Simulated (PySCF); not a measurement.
Computed Raman spectrum (relative Raman activity) of a molecule CH₈FNSi₂. Coordinates come from a PBE0-D3(BJ)/def2-SVP optimisation. The values are those of a single conformer. All values below come from PBE0-D3(BJ)/def2-SVP in PySCF. Frequencies are harmonic and unscaled.

Lines under 2 % of the strongest are left out, and lines within 2 cm⁻¹ are merged.

```csv
ν (cm⁻¹),relative intensity
404,5.9
422,9.4
492,3.7
614,6.1
679,4.9
735,9.4
786,2.2
822,4.2
844,6.2
853,3.4
904,7.4
922,6.2
949,5.0
1262,5.9
1369,2.5
1428,4.7
1638,3.3
2195,51
2205,54
2227,100
2236,69
3058,41
3115,31
3538,42
3623,21
```

Q: Pick the molecule that these values belong to.
A) NC[SiH2][SiH2]F
B) CN([SiH3])[SiH2]F
C) F[SiH2]CN[SiH3]
D) NC[Si@H](F)[SiH3]

A: A, NC[SiH2][SiH2]F
